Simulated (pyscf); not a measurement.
H₃C–AlH–NH₂ (SMILES [CH3][AlH][NH2]), singlet

Gas-phase minimum from PySCF at ωB97X-D3(BJ)/def2-SVP, one conformer. 

SMILES: [CH3][AlH][NH2]
```xyz
9

C     -0.0035     1.2183    -1.3846
Al     0.1506     0.2502     0.3075
N      1.5922     0.4475     1.3270
H     -0.9015     1.8604    -1.3947
H      0.8678     1.8607    -1.5934
H     -0.1128     0.5190    -2.2321
H     -0.9710    -0.7374     0.8477
H      2.3877     1.0417     1.1157
H      1.7439    -0.0214     2.2144
```
Charge 0, spin multiplicity 1.

Bonds (Å): C1–Al2 1.956, C1–H4 1.104, C1–H5 1.102, C1–H6 1.104, Al2–N3 1.777, Al2–H7 1.589, N3–H8 1.015, N3–H9 1.015. Angles (°): Al2–C1–H4 111.1, Al2–C1–H5 113.0, Al2–C1–H6 111.0, H4–C1–H5 107.6, H4–C1–H6 106.3, H5–C1–H6 107.6, C1–Al2–N3 120.4, C1–Al2–H7 123.1, N3–Al2–H7 116.5, Al2–N3–H8 125.6, Al2–N3–H9 124.9, H8–N3–H9 109.6.

Properties at ωB97X-D3(BJ)/def2-SVP:

- Harmonic wavenumbers, unscaled: 72, 187, 335, 478, 510, 513, 611, 671, 732, 752, 856, 1233, 1438, 1439, 1542, 1948, 3052, 3141, 3157, 3618, 3705 cm⁻¹
- Zero-point energy: 42.9 kcal/mol
- Rotational symmetry number: 1
- Entropy of this conformer at 298 K and 1 atm, rigid rotor and harmonic oscillator, modes under 100 cm⁻¹ raised to 100: 303.1 J/(mol K)
- Dipole moment: 1.26 D

Single-point totals, which compare only within one level (frozen core for MP2 and CC):

```csv
level,total energy (hartree)
ωB97X-D3(BJ)/def2-TZVP,-339.05469
PBE/def2-TZVP,-338.71146
r²SCAN/def2-TZVP,-338.89580
B3LYP-D3(BJ)/def2-TZVP,-339.02305
PBE0-D3(BJ)/def2-TZVP,-338.75220
M06-2X/def2-TZVP,-338.91349
ωB97M-D3(BJ)/def2-TZVP,-339.04700
HF/def2-TZVPP,-337.81651
MP2/def2-TZVPP,-338.29917
CCSD/def2-TZVPP,-338.33283
CCSD(T)/def2-TZVPP,-338.35118
```

Soft torsions are taken as harmonic, which can shift the entropy by several J/(mol K). The CCSD(T) − MP2 part came from Ansatz, without density fitting, on the same reference.
